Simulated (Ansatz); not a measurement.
C5H14OSi, SMILES `CCO[Si](C)(C)C`, one more setting.

```yaml
crystal:
  periodic: [false, false, false]
  atoms:
    - {symbol: C, position_ang: [0.874888, -2.721209, -1.256028]}
    - {symbol: C, position_ang: [0.645814, -1.700890, -0.167712]}
    - {symbol: O, position_ang: [0.060105, -0.546648, -0.723066]}
    - {symbol: Si, position_ang: [-0.316980, 0.814335, 0.139215]}
    - {symbol: C, position_ang: [-1.063750, 1.982154, -1.103000]}
    - {symbol: C, position_ang: [-1.540062, 0.402190, 1.493677]}
    - {symbol: C, position_ang: [1.228230, 1.543733, 0.901287]}
    - {symbol: H, position_ang: [1.327772, -3.626711, -0.844610]}
    - {symbol: H, position_ang: [-0.070641, -2.990551, -1.731001]}
    - {symbol: H, position_ang: [1.539262, -2.317998, -2.022972]}
    - {symbol: H, position_ang: [1.600492, -1.449676, 0.315476]}
    - {symbol: H, position_ang: [-0.007574, -2.122808, 0.608721]}
    - {symbol: H, position_ang: [-1.349669, 2.926442, -0.631905]}
    - {symbol: H, position_ang: [-1.956756, 1.546542, -1.557686]}
    - {symbol: H, position_ang: [-0.353176, 2.204332, -1.902814]}
    - {symbol: H, position_ang: [-1.835208, 1.305557, 2.035103]}
    - {symbol: H, position_ang: [-1.117074, -0.292868, 2.224132]}
    - {symbol: H, position_ang: [-2.444952, -0.051645, 1.081191]}
    - {symbol: H, position_ang: [0.996056, 2.472492, 1.430277]}
    - {symbol: H, position_ang: [1.973661, 1.772043, 0.135054]}
    - {symbol: H, position_ang: [1.685161, 0.861983, 1.623761]}
basis:
  gaussian: {orbitals: def2-mTZVPP}
hamiltonian: {xc: {name: PBE0-DH}}
scf: {lower_state_search: off}
output: {forces: true}
```

```sh
$ ansatz run in.yaml --threads 2 --pin off --events-out ev --progress --plain --max-ram 32768MiB --backend cpu
```

Output, abridged:

```
Functional definition: PBE0-DH
2021 factors; integrals over basis functions are off by at most 1.1e-3 eV
mean field evaluation 1: about -15315.7241 eV, gradient 6.9e1 eV
mean field evaluation 2: about -15315.7242 eV, gradient 6.9e1 eV
mean field evaluation 4: about -15325.5087 eV, gradient 9.2e0 eV
mean field evaluation 8: about -15325.6478 eV, gradient 2.0e-1 eV
mean field evaluation 16: about -15325.6479 eV, gradient 1.5e-5 eV
mean field -15325.64793356 eV, -563.2071734610 hartree, gradient 4.8e-6 eV, S^2 0.000000; 0 other end points of the search recorded, 0 dependent functions left out
11 core orbitals not correlated: weight in the atoms' cores, before any rotation towards them, 1.000 or more for the frozen orbitals, at most 0.000 for the correlated occupied ones
reference -15325.64795736 eV, -563.2071743356 hartree; 22, 22 occupied and 183, 183 virtual orbitals, 2021 factors
second order -35.87461242 eV of doubles, -0.00000000 eV of singles
Total energy: -15330.13228391 eV, -563.3719702968 hartree
Atom 0 at     0.874888    -2.721209    -1.256028 Å, force    -0.000849    -0.028158    -0.068492 eV/Å
Atom 1 at     0.645814    -1.700890    -0.167712 Å, force     0.034507    -0.035471     0.110344 eV/Å
Atom 2 at     0.060105    -0.546648    -0.723066 Å, force     0.033768    -0.072277     0.017156 eV/Å
Atom 3 at    -0.316980     0.814335     0.139215 Å, force    -0.001884     0.006975     0.004964 eV/Å
Atom 4 at    -1.063750     1.982154    -1.103000 Å, force    -0.040129     0.064373    -0.065177 eV/Å
Atom 5 at    -1.540062     0.402190     1.493677 Å, force    -0.065410    -0.017908     0.071986 eV/Å
Atom 6 at     1.228230     1.543733     0.901287 Å, force     0.079549     0.041514     0.041194 eV/Å
Atom 7 at     1.327772    -3.626711    -0.844610 Å, force    -0.046970     0.097472    -0.033983 eV/Å
Atom 8 at    -0.070641    -2.990551    -1.731001 Å, force     0.101583     0.036274     0.059025 eV/Å
Atom 9 at     1.539262    -2.317998    -2.022972 Å, force    -0.074172    -0.037292     0.090673 eV/Å
Atom 10 at     1.600492    -1.449676     0.315476 Å, force    -0.112552    -0.016241    -0.071990 eV/Å
Atom 11 at    -0.007574    -2.122808     0.608721 Å, force     0.063958     0.057441    -0.103701 eV/Å
Atom 12 at    -1.349669     2.926442    -0.631905 Å, force     0.026612    -0.089115    -0.046052 eV/Å
Atom 13 at    -1.956756     1.546542    -1.557686 Å, force     0.087506     0.041781     0.043362 eV/Å
Atom 14 at    -0.353176     2.204332    -1.902814 Å, force    -0.069632    -0.022533     0.077165 eV/Å
Atom 15 at    -1.835208     1.305557     2.035103 Å, force     0.027227    -0.086598    -0.050208 eV/Å
Atom 16 at    -1.117074    -0.292868     2.224132 Å, force    -0.040821     0.065871    -0.069477 eV/Å
Atom 17 at    -2.444952    -0.051645     1.081191 Å, force     0.088063     0.041021     0.038665 eV/Å
Atom 18 at     0.996056     2.472492     1.430277 Å, force     0.023467    -0.087841    -0.049606 eV/Å
Atom 19 at     1.973661     1.772043     0.135054 Å, force    -0.070856    -0.024610     0.072881 eV/Å
Atom 20 at     1.685161     0.861983     1.623761 Å, force    -0.042965     0.065321    -0.068728 eV/Å
Dipole moment:     0.052894    -0.029926     0.195633 e Å
Checks for a lower state left out: starts, cluster_reference, orbital_swaps, neighbouring_geometries, increment
```

It took 24 s on 2 threads of an AMD EPYC 7R13 on a shared host, with 0.97 GiB of host memory at the peak.
